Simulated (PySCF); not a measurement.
C6H7, SMILES C1=CCCC=[C]1, multiplicity 2. Geometry: PBE-D3(BJ)/def2-SVP. The isomer is the one that the SMILES or the coordinates give; other isomers of the formula were not compared. Other conformers were not sampled.

Computed equilibrium geometry at PBE-D3(BJ)/def2-SVP (PySCF confirms it by a frequency run) as Cartesian coordinates in Å (one conformer of several):
```xyz
13

C      0.6153    -1.2423     0.4426
C     -0.7193    -1.2519     0.3723
C     -1.3603    -0.0487    -0.3232
C     -0.5428     1.2311    -0.0707
C      0.9435     1.0227    -0.2517
C      1.5021    -0.1937     0.0072
H     -1.3502    -2.0765     0.7438
H     -1.4142    -0.2566    -1.4190
H     -2.4062     0.0887     0.0191
H     -0.9051     2.0506    -0.7243
H     -0.7154     1.5814     0.9773
H      1.5761     1.8761    -0.5485
H      2.5842    -0.3664    -0.1074
```
Charge 0, spin multiplicity 2.
